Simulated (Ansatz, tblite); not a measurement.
Removing and adding an electron: `OB(O)CCCCc1ccc(/N=N/c2ccccc2)cc1`. Total charge 0; singlet. Geometry: PBE-D4/def2-SVP. Ansatz, gas phase; energy differences of separate SCF runs; the oxidised species was run as a doublet alone; the reduced species was run as a doublet alone.

Cartesian coordinates in Å:
```
O -2.894 6.816 -2.196
B -3.422 5.586 -2.523
O -4.407 5.403 -3.470
C -2.840 4.315 -1.783
C -1.334 4.115 -2.044
C -0.697 2.936 -1.297
C -1.233 1.553 -1.720
C -0.506 0.419 -1.044
C -0.946 -0.087 0.203
C -0.251 -1.100 0.862
C 0.922 -1.640 0.282
N 1.701 -2.665 0.856
N 1.282 -3.105 1.969
C 2.072 -4.128 2.540
C 3.250 -4.648 1.952
C 3.960 -5.659 2.602
C 3.510 -6.164 3.838
C 2.341 -5.651 4.424
C 1.625 -4.635 3.778
C 1.371 -1.143 -0.960
C 0.665 -0.127 -1.610
H -3.273 7.563 -2.693
H -4.711 6.225 -3.897
H -3.418 3.417 -2.086
H -3.000 4.443 -0.687
H -1.161 3.980 -3.136
H -0.794 5.046 -1.768
H -0.843 3.061 -0.201
H 0.403 2.950 -1.458
H -1.133 1.455 -2.823
H -2.317 1.488 -1.493
H -1.861 0.329 0.654
H -0.583 -1.508 1.827
H 3.570 -4.229 0.987
H 4.877 -6.065 2.147
H 4.076 -6.961 4.345
H 1.989 -6.044 5.389
H 0.706 -4.207 4.205
H 2.282 -1.584 -1.390
H 1.022 0.253 -2.581
```

The xTB rows come from tblite. Single mean-field runs in def2-TZVP are fitted with def2-universal-jkfit. HOMO above LUMO, or a gap near zero within one spin, warns that the state may not be the lowest or that an electron is smeared out.

| level | −HOMO (eV) | vertical IE (eV) | −LUMO (eV) | vertical EA (eV) | HOMO–LUMO gap (eV) | IE − EA (eV) | remarks |
| --- | --- | --- | --- | --- | --- | --- | --- |
| GFN1-xTB | 10.48 | 12.96 | 8.84 | 6.54 | 1.64 | 6.42 | – |
| GFN2-xTB | 8.92 | 11.69 | 8.11 | 5.72 | 0.80 | 5.97 | – |
| PBE-D4/def2-TZVP | 5.00 | 7.43 | 3.08 | 1.08 | 1.92 | 6.35 | HOMO above zero (-1 doublet), gap within one spin near zero (+1 doublet), gap within one spin near zero (-1 doublet) |
| PBE0-D4/def2-TZVP | 6.36 | 7.68 | 2.31 | 1.03 | 4.05 | 6.65 | HOMO above zero (-1 doublet) |
| ωB97X-V/def2-TZVP | 8.32 | 7.88 | 0.37 | 0.88 | 7.95 | 7.01 | spin-contaminated (⟨S²⟩ 0.83) (+1 doublet) |

   A HOMO above zero means that the electron is unbound at that level or that self-interaction error raises the level; the energy of removing that electron tells which. Raw xTB energy differences between charge states are shifted by several eV; the methods need an empirical correction for them. Sets without diffuse functions give affinities that are too small.
